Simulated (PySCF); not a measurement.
H2Si2, SMILES [Si]=[SiH2] (connectivity only; charge and spin as stated), neutral, multiplicity 1. Geometry optimised at r2SCAN-D4/def2-TZVP. The isomer is the one that the SMILES or the coordinates give; other isomers of the formula were not compared.

TDA-B3LYP/def2-TZVPD (PySCF 2.14.0) puts the lowest singlet excitations at 0.80, 2.48, 4.10, 4.31, 4.79, 5.09 eV and the lowest triplet (TDA) at 0.29 eV.

**Question.** What are the lowest singlet roots from EOM-CCSD/aug-cc-pVDZ run with PySCF? (An estimate is asked for; the answer gives what the named calculation found.)

**Answer.** 0.93, 2.48, 4.13, 4.48, 5.02, 5.22 eV; triplets 0.00, 0.50, 1.41 eV. S1 differs by 0.13 eV (second minus first; roots are paired by order, and the bases may differ).
